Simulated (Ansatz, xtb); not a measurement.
**Two isomers of C4H3Br**

Structure I: `C#C/C=C/Br`, a singlet. Structure II: `C#CC(=C)Br`, a singlet. Both are isolated molecules in the gas phase, relaxed with B3LYP/def2-SVP.

Quicker runs give these differences E(II) − E(I): GFN2-xTB +1.40 kcal/mol; HF/STO-3G +1.77 kcal/mol (at GFN2-xTB geometries); r2SCAN-D4/def2-SVP +1.67 kcal/mol (at GFN2-xTB geometries).

Q: Estimate E(II) − E(I) at the level CCSD(T)/def2-SVP + ΔMP2/def2-TZVPP.

A: Calculated at CCSD(T)/def2-SVP + ΔMP2/def2-TZVPP: E(II) − E(I) = +1.06 kcal/mol, so structure I lies lower.

Level by level:

| level | geometry | E(II) − E(I) (kcal/mol) | departure from the last row (kcal/mol) | job, with rough time for the two |
| --- | --- | --- | --- | --- |
| GFN2-xTB | GFN2-xTB | +1.40 | +0.34 | optimisation, 0.36 s |
| HF/STO-3G | GFN2-xTB | +1.77 | +0.70 | single point, 1.8 s |
| r2SCAN-D4/def2-SVP | GFN2-xTB | +1.67 | +0.61 | single point, 6.3 s |
| B3LYP/def2-SVP | B3LYP/def2-SVP | +2.00 | +0.94 | optimisation, 81 s |
| HF/def2-SVP | B3LYP/def2-SVP | +2.24 | +1.18 | part of the CCSD(T) run |
| MP2/def2-SVP | B3LYP/def2-SVP | +1.15 | +0.08 | part of the CCSD(T) run |
| CCSD(T)/def2-SVP | B3LYP/def2-SVP | +1.24 | +0.18 | single point |
| CCSD(T)/def2-SVP + ΔMP2/def2-TZVPP | B3LYP/def2-SVP | +1.06 |  | single point, 71 s |

As drawn, both hold the same kinds of bond in the same numbers.

None of the levels shown reverses the order. The largest departure from CCSD(T)/def2-SVP + ΔMP2/def2-TZVPP is that of HF/def2-SVP, 1.18 kcal/mol. The last row adds to CCSD(T) the change of the MP2 difference between the two basis sets, here −0.18 kcal/mol.

With harmonic frequencies from B3LYP/def2-SVP (ideal gas, rigid rotor, one conformer each, 298.15 K, 1 atm): on the last row, ΔE + ΔZPE = +0.99, ΔH = +0.87, ΔG = +0.98 kcal/mol.

The correlated steps freeze 13 core orbitals; the filled d shell of Br is correlated, in a basis made for valence electrons. Codes used: Ansatz 0.2.0, xtb 6.7.1; the last row on 2 threads of Intel(R) Xeon(R) Processor @ 2.50GHz (Skylake/Cascade Lake) on a shared host.
